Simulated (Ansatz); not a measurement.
`F[SiH](F)[SiH](Cl)Cl` + `CC(C)[SiH3]` → `F[SiH](F)[SiH2]Cl` + `CC(C)[SiH2]Cl`  (redistribution)

Program: Ansatz. Geometries: PBE0-D4/def2-TZVP. ΔE: electronic, gas phase. CCSD(T)/CBS is the MP2 limit (def2-TZVPP, def2-QZVPP) plus CCSD(T) − MP2 in def2-TZVPP, frozen cores. Functionals use def2-TZVPP. One conformer a species, not always the lowest.

Is it downhill or uphill in electronic energy at CCSD(T)/CBS, and by how much? (Estimate.)

Ansatz gave: Downhill: ΔE = -8.0 kJ/mol.

What do these levels give: LDA (SPW92), PBE-D4, PBE0-D4, CAM-B3LYP-D4, ωB97X-V, B2PLYP, PBE, revPBE, r2SCAN0, CAM-B3LYP, CCSD/def2-SVP, MP2/def2-TZVPP? (An estimate is asked.)

The calculation gave: LDA (SPW92) -4.7, PBE-D4 -4.1, PBE0-D4 -6.3, CAM-B3LYP-D4 -7.1, ωB97X-V -8.3, B2PLYP -7.0, PBE -4.6, revPBE -4.2, r2SCAN0 -7.3, CAM-B3LYP -7.5, CCSD/def2-SVP -8.9, MP2/def2-TZVPP -7.9 kJ/mol.

Largest T1 diagnostic among the species: 0.012.

From BLYP to BHLYP (50 % exact exchange), in def2-TZVPP and without D4, ΔE moves by −4.0 kJ/mol. Leaving LDA and LC-ωPBE aside and taking each functional with its dispersion term where it has one, the values, not all of them listed here, spread over 5.6 kJ/mol, from ωB97X-V to revPBE-D4.
